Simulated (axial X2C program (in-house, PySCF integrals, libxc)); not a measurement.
## Correcting the dissociation energy of ZrCl for spin–orbit coupling

A spin-free CCSD(T) curve (one-electron X2C) was computed with an in-house relativistic program for diatomic molecules, basis Zr dyall-cv3z [11s12p9d6f3g], Cl dyall-av3z [9s8p3d2f] (cores contracted in-house), for the state M_S = 3/2, Λ = 0 (beyond evenly filled blocks: σα, δ+α, δ-α). It gives D0 = 4.381 eV to Zr + Cl, which in a spin-free picture are the weighted means of the ground terms.

Correlated methods: 11 electrons correlated (number of frozen shells: Zr 4 s, 3 p, 1 d; Cl 2 s, 1 p), 307 virtual spin orbitals or spinors in MP2, 90 natural virtuals in coupled cluster.

Measured levels of the ground terms (NIST Handbook of Basic Atomic Spectroscopic Data), in cm⁻¹: Zr 3F: J = 2 at 0, J = 3 at 570.4, J = 4 at 1240.8; Cl 2P: J = 3/2 at 0, J = 1/2 at 882.4.

The molecular state has Λ = 0, so it has no first-order lowering.

Q: How far does each ground level lie under the (2J+1)-weighted mean of its term?

A: Zr: (5 × 0 + 7 × 570.4 + 9 × 1240.8)/21 = 722 cm⁻¹; Cl: (4 × 0 + 2 × 882.4)/6 = 294 cm⁻¹.

Q: Correct D0.

A: D0 = 4.381 + (0 − 1016)/8065.5 = 4.255 eV at CCSD(T) with these spin–orbit terms.

Second-order spin–orbit effects in the molecule, which grow quickly with Z, are left out. One determinant describes the state; a PBE0 search over occupations chose it and may have missed a lower one. De is counted from the lowest determinant-based energies of the atoms at the same level, without counterpoise correction. CCSD and (T) use frozen natural virtuals with an MP2 correction for the truncation; (T) itself is uncorrected, so its De runs slightly low. PBE0 can misorder states that lie within some tenths of an eV, so this need not be the ground state of the molecule. The nearest other spin-free determinant of the search, M_S = 3/2, Λ = 3, lies 0.19 eV up at the distance of the search. The outer-core s and p shells of the metal are frozen in the correlated rows, which leaves out core–valence correlation; for alkali and alkaline-earth bonds that tends to lengthen them. With the outer-core shells frozen, correlated bond lengths of heavy atoms tend to come out a few hundredths of an ångström too long.
